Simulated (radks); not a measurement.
Results of a calculation; reference values are marked as such.
Dipole-allowed excitations along the series with 28 electrons in [Ar] 3d10. Level of theory: scalar-relativistic Kohn-Sham, exchange-only LDA, spin-polarised, spherical densities, finite nucleus; Fermi nuclear charge, rms radius of each element as measured or else 0.836 A^(1/3) + 0.57 fm (a radial shooting solver on a logarithmic mesh with Libxc functionals). Time-dependent linear response with the Hartree and adiabatic exchange-only LDA kernel, continuum included through the Sternheimer equations, no spin-orbit coupling, so fine structure and intercombination lines are absent. Lines are the poles of the dipole polarisability below minus the highest occupied eigenvalue, found on a grid refined at the orbital gaps; the lowest seven at most are given, and weak or close lines can be missed. The first line takes the name of the lowest orbital gap if no other gap lies below it; otherwise a line is named after a gap within 0.6 % of it, if that gap stands alone.

species,-e(HOMO) (eV),lowest orbital gap (eV),first line (eV),f,strongest line (eV),its f,static alpha (bohr^3)
Sb23+,1179.8,3d-4p 526.62,530.28 (3d-4p),0.442,708.32 (unassigned),4.03,0.01656
Te24+,1269.1,3d-4p 565.50,569.35 (3d-4p),0.438,755.89 (unassigned),4.43,0.01473
I25+,1361.4,3d-4p 605.66,609.70 (3d-4p),0.433,804.86 (unassigned),4.69,0.01315
